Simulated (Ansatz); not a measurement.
BH3O (SMILES BO) moved off its minimum; all values from Ansatz (a program for electronic structure), cores frozen in correlated methods.
(charge 0, multiplicity 1)
```xyz
5

B     -0.5223    -0.4680     0.0795
H     -0.3180    -1.4186     0.9480
H     -1.2648    -0.6537    -0.8001
O      0.4457     0.4505     0.0473
H      0.2973     1.0358    -0.6900
```

| level | largest force (eV/Å) | on atom | rms difference from CCSD(T)/aug-cc-pVTZ (eV/Å) | dipole (D) |
|---|---|---|---|---|
| HF/def2-TZVPP | 3.92 | B1 | 0.555 | 1.94 |
| PBE/def2-TZVPP | 3.56 | B1 | 0.198 | 1.87 |
| r2SCAN/def2-TZVPP | 3.62 | B1 | 0.150 | 1.89 |
| B3LYP/def2-TZVPP | 3.67 | B1 | 0.160 | 1.88 |
| wB97M-V/def2-TZVPP | 3.67 | B1 | 0.148 | 1.90 |
| MP2/aug-cc-pVTZ | 3.90 | B1 | 0.053 | 1.84 |
| CCSD(T)/aug-cc-pVTZ | 3.80 | B1 | 0.000 | 1.82 |

The differences count from one level among others, with limits of its own. Forces at CCSD(T)/aug-cc-pVTZ (eV/Å):

```csv
atom,Fx,Fy,Fz
B1,1.093,-3.303,1.520
H2,-0.659,1.578,-0.942
H3,-0.845,0.380,-0.422
O4,0.237,0.813,0.239
H5,0.174,0.532,-0.395
```
